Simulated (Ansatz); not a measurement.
`BC(F)[SiH2]F`. Total charge 0; spin multiplicity 1.

Cartesian coordinates in Å:
```
B -1.515 0.091 -0.248
C -0.124 -0.263 -0.763
F 0.342 0.456 -1.868
Si 1.099 0.116 0.662
F 0.956 -1.038 1.758
H -1.945 -0.567 0.654
H -2.114 1.036 -0.660
H 0.021 -1.337 -0.949
H 2.467 0.090 0.101
H 0.813 1.416 1.313
```

Problem. List the harmonic frequencies (cm⁻¹, unscaled) at PBE0-D4/def2-TZVP in Ansatz. (An estimate is asked.)

Solution. Computed: 47, 138, 161, 274, 363, 407, 562, 671, 714, 782, 861, 904, 931, 967, 996, 1046, 1106, 1228, 1314, 2253, 2267, 2596, 2689, 3042.

Problem. Is this a minimum?

Solution. Yes, all 24 modes are real.

Problem. Give the ideal-gas thermochemistry at 298.15 K and 1 bar (rigid rotor, harmonic oscillator; point group C1, symmetry number 1).

Solution. Zero-point energy 157.4 kJ/mol; H(298) − E = 178.0 kJ/mol; entropy 344.2 J/(mol·K), of which translation 165.5, rotation 111.3, vibration 67.4; G(298) − E = 75.4 kJ/mol. Modes under 100 cm⁻¹ are hindered rotations or soft bends, so the harmonic entropy is rough.

Problem. And at 400, 500, 600, 800 and 1000 K?

Solution. 
```
T (K)  H − E (kJ/mol)  S (J/mol/K)  G − E (kJ/mol)
  400           189.9        378.4            38.5
  500           203.5        408.7            -0.8
  600           218.6        436.3           -43.1
  800           252.2        484.5          -135.3
 1000           289.1        525.5          -236.4
```
